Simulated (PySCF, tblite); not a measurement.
Isomers of C3H7ClO3Si2, one GFN2-xTB conformer each. Single-point energies are computed at PBE0/pcSseg-1 (PySCF, gas phase, no added dispersion term), electronic only.

**Question.** Rank them by PBE0/pcSseg-1 energy, lowest first (kcal/mol).
A. `[CH:1]#[C:2][Si:3]([OH:4])([OH:5])[O:6][SiH2:7][CH2:8][Cl:9]` with C2–Si3–O4–H -87°, C2–Si3–O5–H -67°, C2–Si3–O6–Si7 -113°, Si3–O6–Si7–C8 175°, O6–Si7–C8–Cl9 180°
B. `[O:1]=[CH:2][O:3][C@@H:4]1[CH2:5][SiH2:6][O:7][Si@@H:8]1[Cl:9]` with O1–C2–O3–C4 -1°, C2–O3–C4–C5 151°, O3–C4–C5–Si6 -161°, C4–C5–Si6–O7 23°, C5–Si6–O7–Si8 0°, Si6–O7–Si8–Cl9 99°

**Answer.** B (0.0), A (8.6).

As drawn, the lower has a C=O bond and a C(=O)–O unit, which the higher lacks; the higher has a C≡C bond and an O–H bond, which the lower lacks. GFN2-xTB itself gives, in the same order: 0.0, 20.6. Both levels put the same isomer lowest.

**Question.** Which frontier levels, dipoles and rotational constants go with these structures?

**Answer.** 
| SMILES | HOMO (eV, PBE0/pcSseg-1) | LUMO (eV) | dipole (D) | A, B, C (MHz) |
| --- | --- | --- | --- | --- |
| O=CO[C@@H]1C[SiH2]O[Si@@H]1Cl | -8.38 | -0.48 | 3.53 | 1512, 941.1, 689.9 |
| C#C[Si](O)(O)O[SiH2]CCl | -7.99 | 0.02 | 3.37 | 1984, 400.0, 372.6 |

**Question.** What happens when harmonic zero-point energies from GFN2-xTB frequencies are added?

**Answer.** 
```csv
SMILES,ZPE (kcal/mol),electronic (kcal/mol),with ZPE (kcal/mol)
O=CO[C@@H]1C[SiH2]O[Si@@H]1Cl,62.9,0.0,0.0
C#C[Si](O)(O)O[SiH2]CCl,59.8,8.6,5.6
```

The zero-point energies span 3.1 kcal/mol. The order is unchanged.
